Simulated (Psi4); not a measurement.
H4HfO4 (SMILES [OH][Hf]([OH])([OH])[OH]), singlet, geometry from GFN2-xTB (such geometries of metal compounds can be far from the true shape) (core potentials on Hf); CAM-B3LYP/def2-SV(P) (Psi4).

Psi4 was given this input:
```
memory 2 GB

molecule {
0 1
  Hf   -0.00000000   -0.00000000   -0.00000000
  O     1.79081072   -0.22160625   -0.50114263
  H     2.00040917    0.32543936   -1.26752251
  O     0.09737753    0.18678386    1.86088304
  H     1.01629506    0.22252876    2.15215851
  O    -0.59378873    1.36890887   -1.13170657
  H    -1.45429680    1.15011577   -1.50877946
  O    -1.29439952   -1.33408649   -0.22803385
  H    -1.56240743   -1.69808389    0.62414347
}

set basis def2-sv(p)

energy('cam-b3lyp')
print_variables()
```

Q: Predict the main parts of the log of this Psi4 run.

A: 
```
   => Loading Basis Set <=

    Name: DEF2-SV(P)
    Role: ORBITAL
    Keyword: BASIS

    !!!  WARNING: ECP capability is in beta. Please check occupations closely.  !!!

         ---------------------------------------------------------
                                   SCF
               by Justin Turney, Rob Parrish, Andy Simmonett
                          and Daniel G. A. Smith
                              RKS Reference
         ---------------------------------------------------------

  ==> Geometry <==

    Molecular point group: c1
    Full point group: C1

    Geometry (in Angstrom), charge = 0, multiplicity = 1:

       Center              X                  Y                   Z               Mass
    ------------   -----------------  -----------------  -----------------  -----------------
         HF          -0.000000000000     0.000000000645     0.000000000604   179.946557000000
         O            1.790810720000    -0.221606249355    -0.501142629396    15.994914619570
         H            2.000409170000     0.325439360645    -1.267522509396     1.007825032230
         O            0.097377530000     0.186783860645     1.860883040604    15.994914619570
         H            1.016295060000     0.222528760645     2.152158510604     1.007825032230
         O           -0.593788730000     1.368908870645    -1.131706569396    15.994914619570
         H           -1.454296800000     1.150115770645    -1.508779459396     1.007825032230
         O           -1.294399520000    -1.334086489355    -0.228033849396    15.994914619570
         H           -1.562407430000    -1.698083889355     0.624143470604     1.007825032230

  Running in c1 symmetry.

  Rotational constants: A =      0.11198  B =      0.11198  C =      0.08700 [cm^-1]
  Rotational constants: A =   3356.94559  B =   3356.94558  C =   2608.23861 [MHz]
  Nuclear repulsion =  219.342007782907132

  Charge       = 0
  Multiplicity = 1
  Electrons    = 48
  Nalpha       = 24
  Nbeta        = 24

  ==> Algorithm <==

  SCF Algorithm Type is DF.
  DIIS enabled.
  MOM disabled.
  Fractional occupation disabled.
  Guess Type is SAD.
  Energy threshold   = 1.00e-06
  Density threshold  = 1.00e-06
  Integral threshold = 1.00e-12

  ==> Primary Basis <==

  Basis Set: DEF2-SV(P)
    Blend: DEF2-SV(P)
    Number of shells: 43
    Number of basis functions: 89
    Number of Cartesian functions: 95
    Spherical Harmonics?: true
    Max angular momentum: 2

  Core potential: DEF2-SV(P)
    Number of shells: 4
    Number of ECP primitives: 10
    Number of ECP core electrons: 60
    Max angular momentum: 3

  ==> DFT Potential <==

   => LibXC <=

    Version 7.1.2
    S. Lehtola, C. Steigemann, M. J. T. Oliveira, and M. A. L. Marques,  SoftwareX 7, 1–5 (2018) (10.1016/j.softx.2017.11.002)

   => Composite Functional: CAM-B3LYP <=

    CAM-B3LYP Hyb-GGA Exchange-Correlation Functional

    T. Yanai, D. P. Tew, and N. C. Handy,  Chem. Phys. Lett. 393, 51 (2004) (10.1016/j.cplett.2004.06.011)

    Deriv               =              1
    GGA                 =           TRUE
    Meta                =          FALSE

    Exchange Hybrid     =           TRUE
    MP2 Hybrid          =          FALSE

   => Exchange Functionals <=

    0.3500         Becke 88 [omega = 0.3300]
    0.4600   Short-range recipe for B88 functional - erf [omega = 0.3300]

   => Exact (HF) Exchange <=

    0.4600            HF,LR [omega = 0.3300]
    0.1900               HF

   => Correlation Functionals <=

    0.1900   Vosko, Wilk & Nusair (VWN5)
    0.8100   Lee, Yang & Parr

   => LibXC Density Thresholds  <==

    XC_HYB_GGA_XC_CAM_B3LYP:  1.00E-14

   => Molecular Quadrature <=

    Radial Scheme          =       TREUTLER
    Pruning Scheme         =           NONE
    Nuclear Scheme         =       TREUTLER

    Blocking Scheme        =         OCTREE
    BS radius alpha        =              1
    Pruning alpha          =              1
    Radial Points          =             75
[...]

  SCF_SUBTYPE=INCORE selected. In-core MEM_DF algorithm will be used.
  Using in-core AOs.

  ==> MemDFJK: Density-Fitted J/K Matrices <==

    J tasked:                   Yes
    K tasked:                   Yes
    wK tasked:                  Yes
    Omega:                3.300E-01
    Algorithm:                 Core
    Schwarz Cutoff:           1E-12
    Mask sparsity (%):       2.2219
    Fitting Condition:        1E-10

   => Auxiliary Basis Set <=

  Basis Set: (DEF2-SV(P) AUX)
    Blend: DEF2-UNIVERSAL-JKFIT
    Number of shells: 169
    Number of basis functions: 607
    Number of Cartesian functions: 793
    Spherical Harmonics?: true
    Max angular momentum: 6

  Minimum eigenvalue in the overlap matrix is 1.5327861362E-02.
  Reciprocal condition number of the overlap matrix is 3.3071713649E-03.
    Using symmetric orthogonalization.

  ==> Pre-Iterations <==

  SCF Guess: Superposition of Atomic Densities via on-the-fly atomic UHF (no occupation information).

   -------------------------
    Irrep   Nso     Nmo
   -------------------------
     A         89      89
   -------------------------
    Total      89      89
   -------------------------

  ==> Iterations <==

                           Total Energy        Delta E     RMS |[F,P]|

   @DF-RKS iter SAD:  -349.80193692582606   -3.49802e+02   0.00000e+00
   @DF-RKS iter   1:  -350.39096535640033   -5.89028e-01   1.51457e-02 DIIS/ADIIS
   @DF-RKS iter   2:  -349.65185406409751    7.39111e-01   2.18367e-02 DIIS/ADIIS
   @DF-RKS iter   3:  -351.08610633040445   -1.43425e+00   1.17083e-03 DIIS/ADIIS
   @DF-RKS iter   4:  -351.09086140311405   -4.75507e-03   2.92284e-04 DIIS/ADIIS
   @DF-RKS iter   5:  -351.09117718385670   -3.15781e-04   8.21565e-05 DIIS
   @DF-RKS iter   6:  -351.09119260893027   -1.54251e-05   4.56218e-05 DIIS
   @DF-RKS iter   7:  -351.09119937087780   -6.76195e-06   3.14839e-06 DIIS
   @DF-RKS iter   8:  -351.09119944197988   -7.11021e-08   6.08785e-07 DIIS
  Energy and wave function converged.

  ==> Post-Iterations <==

   Electrons on quadrature grid:
      Ntotal   =   47.9999993863 ; deviation = -6.137e-07

    Orbital Energies [Eh]
    ---------------------

    Doubly Occupied:

[...]
    Virtual:

[...]
    Final Occupation by Irrep:
              A
    DOCC [    24 ]
    NA   [    24 ]
    NB   [    24 ]

  @DF-RKS Final Energy:  -351.09119944197988

   => Energetics <=

    Nuclear Repulsion Energy =            219.3420077829071317
    One-Electron Energy =                -933.8310732889863175
    Two-Electron Energy =                 393.9430442032033852
    DFT Exchange-Correlation Energy =     -30.5451781391040278
    Empirical Dispersion Energy =           0.0000000000000000
    VV10 Nonlocal Energy =                  0.0000000000000000
    Total Energy =                       -351.0911994419798816

Computation Completed

Properties will be evaluated at   0.000000,   0.000000,   0.000000 [a0]

Properties computed using the SCF density matrix

 Multipole Moments:

 ------------------------------------------------------------------------------------
     Multipole            Electronic (a.u.)      Nuclear  (a.u.)        Total (a.u.)
 ------------------------------------------------------------------------------------

 L = 1.  Multiply by 2.5417464519 to convert [e a0] to [Debye]
 Dipole X            :          0.0000108            0.0000000            0.0000108
 Dipole Y            :         -0.0000552           -0.0000001           -0.0000553
 Dipole Z            :         -0.0000248           -0.0000001           -0.0000249
 Magnitude           :                                                    0.0000616

 ------------------------------------------------------------------------------------

  Variable Map:
  ----------------------------------------------------------------------------
[...]
  Array Variable Map:
  ----------------------------------------------------------------------------
[...]
[...]
```
